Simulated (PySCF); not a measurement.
## Molecular orbitals of CsGa

r²SCAN at R = 3.685 Å; basis Cs def2-SVP with ECP46, Ga def2-SVP; scalar-relativistic core potentials; PySCF 2.14. State: ³Π (triplet), unpaired electrons σ ↑, π ↑. Only the outer orbitals are listed, counted within each symmetry, core potentials removing the inner ones.

```json
{"spin": "α", "orbital": "4π", "occ.": "1", "ε (eV)": "-14.41", "on Cs (%)": "100", "main shells (%)": "100 Cs p"}
{"spin": "α", "orbital": "4π", "occ.": "1", "ε (eV)": "-14.37", "on Cs (%)": "100", "main shells (%)": "100 Cs p"}
{"spin": "α", "orbital": "8σ", "occ.": "1", "ε (eV)": "-14.29", "on Cs (%)": "99", "main shells (%)": "99 Cs p"}
{"spin": "α", "orbital": "9σ", "occ.": "1", "ε (eV)": "-8.00", "on Cs (%)": "4", "main shells (%)": "96 Ga s"}
{"spin": "α", "orbital": "10σ", "occ.": "1", "ε (eV)": "-2.64", "on Cs (%)": "41", "main shells (%)": "58 Ga p, 37 Cs s"}
{"spin": "α", "orbital": "5π", "occ.": "1", "ε (eV)": "-2.31", "on Cs (%)": "16", "main shells (%)": "83 Ga p, 10 Cs d"}
{"spin": "α", "orbital": "5π", "occ.": "0", "ε (eV)": "-1.78", "on Cs (%)": "20", "main shells (%)": "80 Ga p, 12 Cs d, 8 Cs p"}
{"spin": "α", "orbital": "11σ", "occ.": "0", "ε (eV)": "-1.53", "on Cs (%)": "71", "main shells (%)": "57 Cs s, 30 Ga p, 12 Cs p"}
{"spin": "α", "orbital": "6π", "occ.": "0", "ε (eV)": "-0.42", "on Cs (%)": "99", "main shells (%)": "80 Cs p, 19 Cs d"}
{"spin": "β", "orbital": "4π", "occ.": "1", "ε (eV)": "-14.38", "on Cs (%)": "100", "main shells (%)": "100 Cs p"}
{"spin": "β", "orbital": "4π", "occ.": "1", "ε (eV)": "-14.33", "on Cs (%)": "100", "main shells (%)": "100 Cs p"}
{"spin": "β", "orbital": "8σ", "occ.": "1", "ε (eV)": "-14.20", "on Cs (%)": "100", "main shells (%)": "100 Cs p"}
{"spin": "β", "orbital": "9σ", "occ.": "1", "ε (eV)": "-6.90", "on Cs (%)": "4", "main shells (%)": "96 Ga s"}
{"spin": "β", "orbital": "10σ", "occ.": "0", "ε (eV)": "-1.17", "on Cs (%)": "85", "main shells (%)": "72 Cs s, 14 Ga p, 12 Cs p"}
{"spin": "β", "orbital": "5π", "occ.": "0", "ε (eV)": "-1.04", "on Cs (%)": "12", "main shells (%)": "88 Ga p"}
{"spin": "β", "orbital": "11σ", "occ.": "0", "ε (eV)": "-0.39", "on Cs (%)": "48", "main shells (%)": "52 Ga p, 23 Cs p, 21 Cs s"}
```

Question: Which are the highest filled and the lowest empty level, where do they sit, and how wide is the gap?

Answer: Highest filled α 5π at -2.31 eV (in %: 83 Ga p, 10 Cs d); lowest empty α 5π at -1.78 eV (in %: 80 Ga p, 12 Cs d, 8 Cs p); the gap at r²SCAN is 0.53 eV. Both belong to one degenerate shell, split only by its one-sided filling, so this is no excitation gap.

* bond order (Mayer): 0.87
* ⟨S²⟩: 2.005
* charge on Cs (Mulliken, basis-dependent): 0.37
* charge on Cs (Löwdin, basis-dependent): 0.17
* dipole moment (positive dipole means Cs(−)Ga(+)): -7.66 D

Spin–orbit coupling is left out. The state is the lowest determinant that a PBE0 search found; another state may lie lower at other levels.
